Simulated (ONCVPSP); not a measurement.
## cobalt: excitation energies, all-electron against ONCV

Co, optimised norm-conserving Vanderbilt (ONCV), made with ONCVPSP 4.0.1 (PBE, scalar-relativistic). Core [Ne] 3s2, reference 3p6 3d7 4s2. Waves: 4s: rc 1.95 bohr, ncon 5, nbas 9, qcut 2.7 1/bohr, 2 projectors, debl 1.9 Ha; 3p: rc 1.00 bohr, ncon 3, nbas 6, qcut 14.7 1/bohr, 2 projectors, debl 3.3 Ha; 3d: rc 1.55 bohr, ncon 4, nbas 9, qcut 10.3 1/bohr, 2 projectors, debl 3.2 Ha. Local part: polynomial inside 0.80 bohr (lpopt 5, dvloc0 1 Ha). Core correction: none.

Energies are relative to the spin-unpolarised reference configuration 3p6 3d7 4s2; without spin polarisation the order of configurations can differ from experiment.

```
valence configuration  charge  ΔE all-electron (eV)  error AE − PS (meV)
          3p6 3d7 4s1      +1                 9.031                 -3.3
          3p6 3d7 4s0      +2                25.816                  -12
          3p6 3d6 4s0      +3                61.686                 +119
      3p6 3d7 4s0 4p2       0                 8.979                  -18
```

Note: ghosts flagged at negative energy: s at -97.4 eV; no localised positive-energy state flagged. A true bound ghost makes a file unfit for plane-wave use.
